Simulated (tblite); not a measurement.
Isomers of C3H9F3Si2. Computed values, GFN2-xTB/tblite, gas phase, harmonic and unscaled. This tight-binding method is rough: wavenumbers can miss measured ones by several per cent, in bad cases by 10 to 20. Modes of hydrogen on silicon can be 10 to 20 % off. One conformer each.

Electronic energies: GFN2-xTB at the same geometries; isomer energies are rough at this level and their order can be wrong.

| SMILES | electronic energy, lowest = 0 (kcal/mol) |
| --- | --- |
| F[Si](F)(F)CCC[SiH3] | 0.0 |
| CC([SiH3])([SiH3])C(F)(F)F | 99.7 |
| FCC(F)(CF)[SiH2][SiH3] | 120.7 |
| FC(F)(F)CC([SiH3])[SiH3] | 106.5 |
| CC[Si@H]([SiH3])C(F)(F)F | 119.2 |
| C[SiH2]C[SiH2]C(F)(F)F | 117.7 |
| FC(F)(F)[SiH2]CC[SiH3] | 115.4 |

How do GFN2-xTB zero-point energies change the relative energies?

```json
{"SMILES": "F[Si](F)(F)CCC[SiH3]", "ZPE (kcal/mol)": "72.6", "of it from modes above 1550 cm⁻¹": "35.2", "electronic (kcal/mol)": "0.0", "with ZPE, lowest = 0 (kcal/mol)": "0.0", "lowest mode (cm⁻¹)": "26", "rings": "0"}
{"SMILES": "CC([SiH3])([SiH3])C(F)(F)F", "ZPE (kcal/mol)": "66.8", "of it from modes above 1550 cm⁻¹": "32.7", "electronic (kcal/mol)": "99.7", "with ZPE, lowest = 0 (kcal/mol)": "93.9", "lowest mode (cm⁻¹)": "51", "rings": "0"}
{"SMILES": "FC(F)(F)CC([SiH3])[SiH3]", "ZPE (kcal/mol)": "66.9", "of it from modes above 1550 cm⁻¹": "32.2", "electronic (kcal/mol)": "106.5", "with ZPE, lowest = 0 (kcal/mol)": "100.9", "lowest mode (cm⁻¹)": "41", "rings": "0"}
{"SMILES": "FC(F)(F)[SiH2]CC[SiH3]", "ZPE (kcal/mol)": "67.7", "of it from modes above 1550 cm⁻¹": "33.3", "electronic (kcal/mol)": "115.4", "with ZPE, lowest = 0 (kcal/mol)": "110.5", "lowest mode (cm⁻¹)": "22", "rings": "0"}
{"SMILES": "C[SiH2]C[SiH2]C(F)(F)F", "ZPE (kcal/mol)": "68.4", "of it from modes above 1550 cm⁻¹": "34.4", "electronic (kcal/mol)": "117.7", "with ZPE, lowest = 0 (kcal/mol)": "113.4", "lowest mode (cm⁻¹)": "7", "rings": "0"}
{"SMILES": "CC[Si@H]([SiH3])C(F)(F)F", "ZPE (kcal/mol)": "69.0", "of it from modes above 1550 cm⁻¹": "34.2", "electronic (kcal/mol)": "119.2", "with ZPE, lowest = 0 (kcal/mol)": "115.6", "lowest mode (cm⁻¹)": "23", "rings": "0"}
{"SMILES": "FCC(F)(CF)[SiH2][SiH3]", "ZPE (kcal/mol)": "68.0", "of it from modes above 1550 cm⁻¹": "32.9", "electronic (kcal/mol)": "120.7", "with ZPE, lowest = 0 (kcal/mol)": "116.0", "lowest mode (cm⁻¹)": "19i", "rings": "0"}
```

The zero-point energies span 5.8 kcal/mol, from `CC([SiH3])([SiH3])C(F)(F)F` to `F[Si](F)(F)CCC[SiH3]`. Slightly imaginary modes are left out of the zero-point energy: `FCC(F)(CF)[SiH2][SiH3]` 19.3i cm⁻¹. The order is unchanged.

What do entropy and thermal enthalpy add at 298.15 K and 1 bar (rigid rotor, harmonic oscillator, one conformer each)?

| SMILES | point group | symmetry number | S (cal/(mol K)) | H − H(0) (kcal/mol) | ZPE + H − H(0) − TS (kcal/mol) |
| --- | --- | --- | --- | --- | --- |
| F[Si](F)(F)CCC[SiH3] | C1 | 1 | 108.9 | 7.89 | 48.0 |
| CC([SiH3])([SiH3])C(F)(F)F | Cs | 1 | 103.3 | 7.83 | 43.8 |
| FC(F)(F)CC([SiH3])[SiH3] | C1 | 1 | 103.7 | 7.62 | 43.6 |

Not tabulated: `FC(F)(F)[SiH2]CC[SiH3]` (lowest mode only 22 cm⁻¹); `C[SiH2]C[SiH2]C(F)(F)F` (lowest mode only 7 cm⁻¹); `CC[Si@H]([SiH3])C(F)(F)F` (lowest mode only 22 cm⁻¹); `FCC(F)(CF)[SiH2][SiH3]` (lowest mode only 19i cm⁻¹).
